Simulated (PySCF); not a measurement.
Series: cyclic III–V and III–VI dimers. Isolated molecules, 0 K electronic values unless said otherwise. Strings in code marks are SMILES.

All values below come from PySCF 2.14.0 with TPSSh-D3(BJ)/def2-TZVP // CAM-B3LYP-D3(BJ)/def2-SVP. Delta-SCF ions had no search for a lower state. Excitations are Tamm–Dancoff values on a coarser integration grid. The basis has no diffuse functions, so Rydberg states are missing or too high.

```
species                           dipole moment (D)  S1 oscillator strength  S1–T1 gap (TDA) (eV)  vertical ionisation energy (Delta-SCF) (eV)
--------------------------------  -----------------  ----------------------  --------------------  -------------------------------------------
`[BH2-]1[SeH+][BH2-][SeH+]1`                   0.03                   0.000                  0.52                                         9.47
`[NH2+]1[GaH2-][NH2+][GaH2-]1`                 0.01                     [?]                  0.18                                         9.48
`[InH2-]1[SbH2+][InH2-][SbH2+]1`               0.00                     [?]                   [?]                                         8.22
`[InH2-]1[SeH+][InH2-][SeH+]1`                 1.03                   0.000                   [?]                                         9.11
```

### Question
Some entries are withheld; supply them.

### Answer

- `[NH2+]1[GaH2-][NH2+][GaH2-]1`, S1 oscillator strength: 0.000
- `[InH2-]1[SbH2+][InH2-][SbH2+]1`, S1 oscillator strength: 0.000
- `[InH2-]1[SbH2+][InH2-][SbH2+]1`, S1–T1 gap (TDA) (eV): 0.28
- `[InH2-]1[SeH+][InH2-][SeH+]1`, S1–T1 gap (TDA) (eV): 0.22
